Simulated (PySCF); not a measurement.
IK, charge -1, doublet, at the geometry of the source list (a state made from the parent by changing its charge; the spin is typed, not shown lowest) (all electrons, no relativity) (in this run its highest filled SCF level lies above zero, so its values depend strongly on the basis, on diffuse functions most of all). Base run: M062X/STO-3G in PySCF.

Geometry (Å):
```xyz
2

K     -1.0589    -0.7522    -0.9022
I      1.0589     0.7522     0.9022
```
Charge -1, spin multiplicity 2.
Orbitals are unrestricted.
All else is at PySCF's defaults.
Base energy -7446.85271 Eh.

Variants of this job, named by their change:

```json
[
 {"change": "base", "ΔE vs base (mEh)": "0.000", "grid points": "42000", "electrons on the grid": "73.00001", "outcome": "converged"},
 {"change": "grids.level = 4", "ΔE vs base (mEh)": "-0.221", "grid points": "61008", "electrons on the grid": "73.00000", "outcome": "converged"},
 {"change": "grids.prune = dft.gen_grid.sg1_prune", "ΔE vs base (mEh)": "-", "grid points": "-", "electrons on the grid": "-", "outcome": "input refused"},
 {"change": "small_rho_cutoff = 0", "ΔE vs base (mEh)": "0.000", "grid points": "42000", "electrons on the grid": "73.00001", "outcome": "converged"},
 {"change": "grids.level = 2", "ΔE vs base (mEh)": "3.271", "grid points": "26728", "electrons on the grid": "73.00012", "outcome": "converged"},
 {"change": "grids.prune = dft.gen_grid.treutler_prune", "ΔE vs base (mEh)": "0.000", "grid points": "42768", "electrons on the grid": "73.00001", "outcome": "converged"},
 {"change": "grids.prune = off", "ΔE vs base (mEh)": "0.000", "grid points": "80296", "electrons on the grid": "73.00001", "outcome": "converged"},
 {"change": "grids.atom_grid = (50, 194)", "ΔE vs base (mEh)": "-26.384", "grid points": "12192", "electrons on the grid": "73.00053", "outcome": "converged"},
 {"change": "grids.radi_method = delley", "ΔE vs base (mEh)": "3.030", "grid points": "37128", "electrons on the grid": "73.00001", "outcome": "converged"},
 {"change": "grids.level = 7", "ΔE vs base (mEh)": "-0.244", "grid points": "173832", "electrons on the grid": "73.00000", "outcome": "converged"},
 {"change": "grids.radi_method = gauss_chebyshev", "ΔE vs base (mEh)": "-0.928", "grid points": "39288", "electrons on the grid": "73.00001", "outcome": "converged"}
]
```

Open shells are given as the SCF converged; they aren't shown to be the lowest states, and a large step between rows can be another state.

- grids.prune = dft.gen_grid.sg1_prune: ended with `IndexError: index 19 is out of bounds for axis 0 with size 19`
